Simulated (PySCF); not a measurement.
# Electron correlation in N⁺ (nitrogen, charge +1)

[He] 2s2 2p2, high-spin 3P determinant. Calculation: PySCF 2.14, in 6-31G*; no relativity, point nucleus. Frozen: 1s2; 4 electrons correlated.

MP2 pair energies summed by pair of shells (mhartree):

```csv
pair,energy,share (%)
2s-2p,-31.22,58.5
2s-2s,-17.09,32.0
2p-2p,-5.06,9.5
```

Total MP2 correlation energy: -53.37 mhartree.

Same-spin part -8.44 and opposite-spin part -44.92 mhartree; SCS-MP2 scales them by 1/3 and 6/5 to -56.72 mhartree.

```tsv
level	correlation energy (mhartree)
CCSD	-75.29
(T)	-0.75
CCSD(T)	-76.04
```

Diagnostics: T1 = 0.0057, D1 = 0.0105, largest double amplitude 0.124.

Q: Is a single reference adequate?

A: Mostly. T1 lies below 0.03, but a double amplitude of this size points to a near-degeneracy that CCSD handles and MP2 describes poorly.
